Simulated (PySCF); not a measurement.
# Radial density of Ru⁺ (ruthenium, charge +1)

MN15, [Kr] 4d7, high-spin 4F determinant. Computed with PySCF 2.14 in cc-pVDZ-PP with ECP28MDF, with a scalar-relativistic core potential. This is the valence pseudo-density: the core potential removes the inner electrons and smooths the orbitals near the nucleus.

```tsv
r (bohr)	4πr²ρ (e/bohr)	4πr²(ρα − ρβ)
0.0359	2.554e-05	0.0000
0.0603	6.586e-05	0.0000
0.102	0.0002719	0.0000
0.171	0.002836	0.0004
0.287	0.05809	0.0094
0.483	1.536	0.1671
0.812	11.43	1.2606
1.37	9.852	2.0351
2.30	2.044	0.7357
3.87	0.1657	0.0512
6.50	0.002268	-0.0001
```

Energies and moments cover only the electrons outside the core potential.
